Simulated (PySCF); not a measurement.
Species: C₄H₄F₄.
InChI=1S/C4H4F4/c5-2-3(6)1-4(7)8/h1,3H,2H2/t3-/m1/s1

Method: TDDFT CAM-B3LYP/def2-SVPD, vertical, gas phase, core orbitals frozen in the response in PySCF. The structure is a single GFN2-xTB conformer in the gas phase; no vibrational or solvent corrections. Torsions of this conformer, `[F:1][CH2:2][C@H:3]([F:4])[CH:5]=[C:6]([F:7])[F:8]`: F1–C2–C3–F4 -172°, C2–C3–C5–C6 66°.

Orbital energies (eV): HOMO-3 -12.34, HOMO-2 -11.59, HOMO-1 -11.39, HOMO -9.53, LUMO 0.56, LUMO+1 1.12, LUMO+2 1.65.

Lowest singlets, with some entries withheld (?).

```tsv
state	λ (nm)	f	main configurations (H = HOMO, L = LUMO)
S1	172.4	?	H→L (90%)
S2	166.3	0.057	?
S3	154.4	0.023	H→L+2 (83%)
S4	?	0.016	?
S5	145.4	?	H-2→L (69%), H-1→L (13%), H-3→L (12%)
S6	?	0.0018	H→L+3 (56%), H→L+4 (18%), H→L+5 (12%)
S7	136.7	?	?
S8	134.8	0.015	H→L+5 (34%), H-3→L (12%), H-1→L+1 (10%)
```

(1) What stands in place of each question mark?

(2) Which level carries the most intensity, and what share of the listed sum of f?

(3) Where do the lowest triplets lie (Tamm–Dancoff)?

(4) How far apart are S4 and S7, in eV and cm⁻¹?

Results:

(1) 
- S1: f = 0.242
- S2: H→L+1 (84%)
- S4: λ = 148.8 nm; H-1→L (80%), H-2→L (12%)
- S5: f = 0.0090
- S6: λ = 141.2 nm
- S7: f = 0.038; H→L+4 (64%), H→L+3 (19%)

(2) S1, with f = 0.242 of 0.401, 60%.

(3) T1 4.43 eV, H→L (85%); T2 7.19 eV, H→L+1 (83%); T3 7.72 eV, H→L+2 (62%). E(S1) − E(T1) = +2.76 eV.

(4) 9.069 − 8.332 = 0.737 eV, or about 5950 cm⁻¹.

On one thread, Arm Neoverse V2 (aarch64), shared host with 96 logical CPUs at a one-minute load of 30, this took 43 s and 0.90 GiB of memory at its peak.
